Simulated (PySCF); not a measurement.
This script is equivalent to a calculation on Cu⁺ (copper, charge +1).

```python
from pyscf import gto, scf, dft, mp, cc
import basis_set_exchange as bse
mol = gto.M(atom="Cu 0 0 0", charge=1, spin=0, symmetry="D2h",
            basis=gto.basis.parse(bse.get_basis("aug-cc-pVDZ-DK", elements=["Cu"], fmt="nwchem")),
            nucmod="G")
mf = dft.UKS(mol, xc="B88,P86").sfx2c1e()
mf.irrep_nelec = {'Ag': (5, 5), 'B1g': (1, 1), 'B2g': (1, 1), 'B3g': (1, 1), 'B1u': (2, 2), 'B2u': (2, 2), 'B3u': (2, 2)}
mf.kernel()
```

**Question.** What total energy does it give?

**Answer.** -1654.747 hartree (calculated).

**Question.** Which occupied shell lies highest, and where?

**Answer.** 3d, at -13.672 eV.
